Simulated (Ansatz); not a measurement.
Calculated with Ansatz (gas phase, PBE0-D4/def2-TZVP geometries, no zero-point term in ΔE). CBS: MP2 limit from def2 TZ/QZ plus the TZ coupled-cluster correction, frozen cores. Functionals use def2-TZVPP. For Sc outer-core shells are correlated without core-valence functions, which leaves a few kJ/mol of doubt a bond. Scalar relativity is left out up to krypton. Each species was taken in one conformer, which may not be the lowest.

Consider the cleavage of the Si–B bond: `C[SiH]1[SiH2]B1[SiH3]` + `[NH2][Sc]([OH])[OH]` → `[NH2][Sc]([OH])[O][SiH3]` + `C[SiH]1B[SiH2]1`.

`C[SiH]1[SiH2]B1[SiH3]`:

Cartesian coordinates in Å:
```
C 1.197 -2.052 1.055
Si 0.986 -0.423 0.169
Si -1.659 -0.038 0.665
B -0.490 0.265 -0.753
Si -0.446 1.989 -1.730
H 1.985 -2.617 0.546
H 0.284 -2.647 1.042
H 1.518 -1.905 2.089
H 2.260 0.347 0.272
H -1.661 -1.230 1.554
H -2.675 0.931 1.158
H -1.492 2.949 -1.271
H -0.682 1.755 -3.184
H 0.874 2.676 -1.612
```

`[NH2][Sc]([OH])[OH]`:

Cartesian coordinates in Å:
```
N -0.320 1.275 1.001
Sc 0.065 -0.258 -0.202
O -1.420 -1.102 -0.975
O 1.872 -0.698 -0.437
H -1.236 1.638 1.232
H 0.364 1.834 1.494
H -2.050 -1.638 -1.447
H 2.726 -1.051 -0.665
```

`[NH2][Sc]([OH])[O][SiH3]`:

Cartesian coordinates in Å:
```
N -1.232 0.686 2.098
Sc -0.338 -0.573 0.859
O -0.271 -2.366 1.381
O 0.373 0.149 -0.756
Si 1.000 0.686 -2.155
H -1.349 1.682 1.958
H -1.657 0.452 2.986
H -0.137 -3.305 1.465
H -0.062 0.817 -3.192
H 2.037 -0.251 -2.671
H 1.636 2.021 -1.972
```

`C[SiH]1B[SiH2]1`:

Cartesian coordinates in Å:
```
C 1.142 -0.432 1.260
Si -0.035 0.838 0.556
B -1.663 0.577 -0.347
Si -0.840 -0.538 -1.604
H 2.155 -0.294 0.877
H 1.179 -0.296 2.345
H 0.815 -1.450 1.053
H 0.490 2.200 0.866
H -2.390 1.469 -0.656
H 0.145 -1.597 -1.267
H -0.998 -0.477 -3.083
```

CCSD(T)/CBS gives -92.7 kJ/mol.

(1) Another level gave -98.2 kJ/mol. Which?
A. ωB97X-V/def2-TZVPP
B. B2PLYP/def2-TZVPP
C. PBE0/def2-TZVPP
D. HF/def2-TZVPP

Largest T1 diagnostic among the species: 0.016.

Answers

(1) B. B2PLYP -98.2, PBE0 -82.7, ωB97X-V -92.0, HF/def2-TZVPP -123.4 kJ/mol.

In def2-TZVPP, CCSD(T) changes the Hartree–Fock value by +31.2 kJ/mol (the triples alone add +4.8 kJ/mol) and MP2 by +34.1 kJ/mol. The D4 term adds +6.9 kJ/mol with B3LYP and +3.8 kJ/mol with PBE0; it sums over pairs of atoms, weighted by their polarisabilities, and B3LYP, whose exchange is more repulsive, gets the larger term.

B3LYP here is the variant with VWN-RPA as its local correlation; programs differ in this.
